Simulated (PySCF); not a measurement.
Energy of Ir(2+) (iridium, charge +2) between two integer charges

The 5d beta orbital of [Xe] 4f14 5d7 is emptied in steps (occupation f), with all orbitals relaxed, ending at [Xe] 4f14 5d6. All numbers are calculated (PySCF 2.14, scalar relativity through the core potential, in aug-cc-pVDZ-PP with ECP60MDF (5s5p4d2f, 54 functions)). The exact energy is a straight line in f; departures are measured from the line between the end points of the same method.

```csv
f,PBE0 (eV),r2SCAN (eV),LC-wPBE (eV)
1,0.000,0.000,0.000
0.9,-0.366,-0.482,-0.101
0.7,-0.857,-1.120,-0.236
0.5,-1.022,-1.324,-0.281
0.3,-0.859,-1.101,-0.235
0.1,-0.368,-0.465,-0.100
0,0.000,0.000,0.000
```

**Question.** For LC-wPBE, how does the orbital energy at f = 1 compare with the removal energy?

**Answer.** −ε = 27.967 eV against a total-energy difference of 29.090 eV. By Janak's theorem ε = ∂E/∂f, so the gap between them reflects the curvature. Along the path −ε is 28.189 (f = 0.9), 28.641 (f = 0.7), 29.096 (f = 0.5), 29.543 (f = 0.3), 29.980 (f = 0.1) eV.

```
 method  E(f=0) − E(f=1) (eV)  −ε at f=1 (eV)  −ε at f=0.5 (eV)
   PBE0                29.208          25.144            29.202
 r2SCAN                29.031          23.670            29.087
LC-wPBE                29.090          27.967            29.096
```

Reference removal energy between the ground levels: 28 ± 1.6 eV (theoretical estimate listed by NIST; NIST Atomic Spectra Database, ionization energies). The calculation has no spin-orbit coupling. The determinant left behind need not be the lowest term of the ion.
